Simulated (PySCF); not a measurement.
PySCF job for CH₄BFSe, SMILES CB(F)[SeH], TDA-PBE/def2-SVPD. Coordinates come from a PBE-D3(BJ)/def2-SVP optimisation. This is a generated structure with no PubChem entry under its InChIKey; it may be hypothetical. The values are those of a single conformer.

```python
import numpy as np
from pyscf import gto, scf, dft, tdscf

mol = gto.M(
    atom='''
    B    -0.12443546   -0.93392791    0.00000000
    F    -1.38807220   -1.39127887   -0.00000000
    C     1.06280960   -1.95889101    0.00000000
    H     0.97305019   -2.62307605   -0.88703287
    H     2.07162464   -1.50744309   -0.00000000
    H     0.97305019   -2.62307605    0.88703287
    Se    0.03535363    1.02028531   -0.00000000
    H     1.51822114    1.00839015    0.00000000
    ''',
    basis='def2-SVPD',
    charge=0,
    spin=0,
    symmetry=True,
    max_memory=1600,
    verbose=4,
)
mf = dft.RKS(mol, xc='pbe').density_fit(auxbasis='def2-universal-jkfit')
mf.grids.level = 3
mf.conv_tol = 1e-9
mf.max_cycle = 100
mf.kernel()
mf.grids = dft.Grids(mol).set(level=1).build(with_non0tab=True)  # coarser grid for the response kernel
td = tdscf.TDA(mf)
td.singlet = True
td.nstates = 10
td.conv_tol = 1e-4
td.positive_eig_threshold = 1e-6
td.kernel(x0=td.get_init_guess(mf, 15))
td.analyze()
tt = tdscf.TDA(mf)
tt.singlet = False
tt.nstates = 4
tt.conv_tol = 1e-4
tt.positive_eig_threshold = 1e-6
tt.kernel(x0=tt.get_init_guess(mf, 9))
tt.analyze(verbose=3)
```

Log of the run:

```
PySCF version 2.14.0

[INPUT] verbose = 4
[INPUT] num. atoms = 8
[INPUT] num. electrons = 58
[INPUT] charge = 0
[INPUT] spin (= nelec alpha-beta = 2S) = 0
[INPUT] symmetry True subgroup None
[INPUT] Mole.unit = angstrom
[INPUT] Symbol           X                Y                Z      unit          X                Y                Z       unit  Magmom
[INPUT]  1 B     -0.124435460000  -0.933927910000   0.000000000000 AA   -0.235148939584  -1.764867969987   0.000000000000 Bohr   0.0
[INPUT]  2 F     -1.388072200000  -1.391278870000   0.000000000000 AA   -2.623076299122  -2.629136027194   0.000000000000 Bohr   0.0
[INPUT]  3 C      1.062809600000  -1.958891010000   0.000000000000 AA    2.008419066559  -3.701767516773   0.000000000000 Bohr   0.0
[INPUT]  4 H      0.973050190000  -2.623076050000  -0.887032870000 AA    1.838798364556  -4.956895338406  -1.676249187787 Bohr   0.0
[INPUT]  5 H      2.071624640000  -1.507443090000   0.000000000000 AA    3.914803202501  -2.848654588468   0.000000000000 Bohr   0.0
[INPUT]  6 H      0.973050190000  -2.623076050000   0.887032870000 AA    1.838798364556  -4.956895338406   1.676249187787 Bohr   0.0
[INPUT]  7 Se     0.035353630000   1.020285310000   0.000000000000 AA    0.066808678209   1.928059804817   0.000000000000 Bohr   0.0
[INPUT]  8 H      1.518221140000   1.008390150000   0.000000000000 AA    2.869022151125   1.905581210209   0.000000000000 Bohr   0.0

nuclear repulsion = 225.804054933546
point group symmetry = Cs
symmetry origin: [2.60651881e-09 1.95488903e-09 0.00000000e+00]
symmetry axis x: [ 1.00000000e+00  7.39572302e-10 -5.04620598e-19]
symmetry axis y: [ 7.39572302e-10 -1.00000000e+00 -1.18549747e-18]
symmetry axis z: [-1.04506469e-18 -1.18549757e-18  1.00000000e+00]
num. orbitals of irrep A' = 92
num. orbitals of irrep A" = 44
number of shells = 56
number of NR pGTOs = 216
number of NR cGTOs = 136
basis = def2-SVPD
ecp = {}


[settings echo left out]
init E= -2565.12049700343
HOMO (A") = -0.277999731063072  LUMO (A") = -0.0944492830004386  gap/eV = 4.99466
cycle= 1 E= -2565.82699324045  delta_E= -0.706  |g|= 0.556  |ddm|= 3.57
HOMO (A') = -0.20144985100748  LUMO (A') = -0.0339837536743781  gap/eV = 4.55698
cycle= 2 E= -2565.69103521817  delta_E= 0.136  |g|=    1  |ddm|= 1.34
HOMO (A") = -0.224202072839979  LUMO (A") = -0.0519971593266266  gap/eV = 4.68593
cycle= 3 E= -2565.8851808959  delta_E= -0.194  |g|= 0.17  |ddm|= 0.873
HOMO (A") = -0.235875377039661  LUMO (A") = -0.0538820037529333  gap/eV = 4.95229
cycle= 4 E= -2565.89104904721  delta_E= -0.00587  |g|= 0.0429  |ddm|= 0.201
HOMO (A") = -0.236613172713954  LUMO (A") = -0.0544774285845393  gap/eV = 4.95617
cycle= 5 E= -2565.891410683  delta_E= -0.000362  |g|= 0.00656  |ddm|= 0.0415
HOMO (A") = -0.235640936017262  LUMO (A") = -0.0543408027946497  gap/eV = 4.93343
cycle= 6 E= -2565.89141775843  delta_E= -7.08e-06  |g|= 0.00297  |ddm|= 0.0113
HOMO (A") = -0.235961110826359  LUMO (A") = -0.0542911309721665  gap/eV = 4.94349
cycle= 7 E= -2565.8914202584  delta_E= -2.5e-06  |g|= 0.000744  |ddm|= 0.0049
HOMO (A") = -0.235947249720259  LUMO (A") = -0.0543557683087807  gap/eV = 4.94136
cycle= 8 E= -2565.89142040361  delta_E= -1.45e-07  |g|= 0.00025  |ddm|= 0.00114
HOMO (A") = -0.235931068808771  LUMO (A") = -0.0543287224677123  gap/eV = 4.94165
cycle= 9 E= -2565.8914204214  delta_E= -1.78e-08  |g|= 4.99e-05  |ddm|= 0.000355
HOMO (A") = -0.235933849954586  LUMO (A") = -0.0543351271643937  gap/eV = 4.94155
cycle= 10 E= -2565.89142042227  delta_E= -8.73e-10  |g|= 1.31e-05  |ddm|= 0.000101
HOMO (A") = -0.235934938102304  LUMO (A") = -0.0543345559993567  gap/eV = 4.94160
Extra cycle  E= -2565.8914204222  delta_E= 7.37e-11  |g|= 2.03e-05  |ddm|= 5.07e-05
converged SCF energy = -2565.8914204222
tot grids = 32880
Overwritten attributes  positive_eig_threshold  of <class 'pyscf.tdscf.rks.TDA'>


******** <class 'pyscf.tdscf.rks.TDA'> for <class 'pyscf.df.df_jk.DFSymAdaptedRKS'> ********
nstates = 10 singlet
deg_eia_thresh = 1.000e-03
wfnsym = None
conv_tol = 0.0001
eigh lindep = 1e-12
eigh level_shift = 0
eigh max_cycle = 100


Excitation energies (eV)
[5.49283093 5.79100846 6.14939309 6.31843508 6.5561847  6.88968723
 7.19948022 7.46065191 7.69331114 7.72174852]

** Singlet excitation energies and oscillator strengths **
Excited State   1:   A"      5.49283 eV    225.72 nm  f=0.0198
      29 -> 31        0.70425
Excited State   2:   A'      5.79101 eV    214.10 nm  f=0.1645
      28 -> 31       -0.12108
      28 -> 32        0.14935
      29 -> 30       -0.65803
Excited State   3:   A"      6.14939 eV    201.62 nm  f=0.0009
      28 -> 30       -0.68578
      29 -> 32        0.15143
Excited State   4:   A"      6.31844 eV    196.23 nm  f=0.0385
      28 -> 30        0.14694
      29 -> 32        0.68776
Excited State   5:   A'      6.55618 eV    189.11 nm  f=0.0082
      28 -> 31       -0.68199
      28 -> 32       -0.13925
Excited State   6:   A"      6.88969 eV    179.96 nm  f=0.0053
      29 -> 33       -0.70197
Excited State   7:   A"      7.19948 eV    172.21 nm  f=0.0063
      29 -> 34        0.70573
Excited State   8:   A'      7.46065 eV    166.18 nm  f=0.1519
      28 -> 32        0.45864
      28 -> 33        0.11897
      29 -> 35        0.50585
Excited State   9:   A'      7.69331 eV    161.16 nm  f=0.1678
      28 -> 32        0.45503
      28 -> 33        0.10682
      29 -> 30        0.14320
      29 -> 35       -0.46842
Excited State  10:   A"      7.72175 eV    160.56 nm  f=0.0003
      27 -> 30       -0.69536

** Transition electric dipole moments (AU) **
state          X           Y           Z        Dip. S.      Osc.
  1        -0.0000     -0.0000      0.3833      0.1469      0.0198
  2        -0.0114     -1.0768      0.0000      1.1597      0.1645
  3        -0.0000     -0.0000      0.0787      0.0062      0.0009
  4        -0.0000      0.0000      0.4984      0.2484      0.0385
  5         0.2242     -0.0316      0.0000      0.0513      0.0082
  6        -0.0000      0.0000      0.1768      0.0313      0.0053
  7        -0.0000      0.0000      0.1886      0.0356      0.0063
  8        -0.0928      0.9070     -0.0000      0.8313      0.1519
  9        -0.0701      0.9410     -0.0000      0.8904      0.1678
 10         0.0000     -0.0000      0.0382      0.0015      0.0003

** Transition velocity dipole moments (imaginary part, AU) **
state          X           Y           Z        Dip. S.      Osc.
  1        -0.0000      0.0000      0.0795      0.0063      0.0209
  2         0.0113     -0.0783      0.0000      0.0063      0.0196
  3        -0.0000     -0.0000      0.0171      0.0003      0.0009
  4        -0.0000      0.0000      0.0737      0.0054      0.0156
  5         0.0327     -0.0734      0.0000      0.0064      0.0178
  6         0.0000      0.0000      0.0703      0.0049      0.0130
  7        -0.0000      0.0000      0.0440      0.0019      0.0049
  8        -0.0427      0.2053      0.0000      0.0440      0.1069
  9        -0.0367      0.1405     -0.0000      0.0211      0.0497
 10         0.0000     -0.0000      0.0318      0.0010      0.0024

** Transition magnetic dipole moments (imaginary part, AU) **
state          X           Y           Z
  1        -0.4990      0.3660      0.0000
  2         0.0000     -0.0000     -0.0255
  3         1.0959      0.3472      0.0000
  4        -0.5137     -0.3179     -0.0000
  5         0.0000     -0.0000      0.2724
  6         0.2939      0.0999     -0.0000
  7        -0.1583      0.1773     -0.0000
  8        -0.0000      0.0000      0.0857
  9         0.0000      0.0000      0.2681
 10        -0.2802      0.0181      0.0000


******** <class 'pyscf.tdscf.rks.TDA'> for <class 'pyscf.df.df_jk.DFSymAdaptedRKS'> ********
nstates = 4 triplet
deg_eia_thresh = 1.000e-03
wfnsym = None
conv_tol = 0.0001
eigh lindep = 1e-12
eigh level_shift = 0
eigh max_cycle = 100


Excitation energies (eV)
[4.51544885 5.10793872 5.62059533 6.06359844]

** Triplet excitation energies and oscillator strengths **
Excited State   1:   A'      4.51545 eV    274.58 nm  f=0.0000
Excited State   2:   A"      5.10794 eV    242.73 nm  f=0.0000
Excited State   3:   A"      5.62060 eV    220.59 nm  f=0.0000
Excited State   4:   A"      6.06360 eV    204.47 nm  f=0.0000
```

Self-consistency was reached.

Cost: about 30 core-seconds (a rough figure).
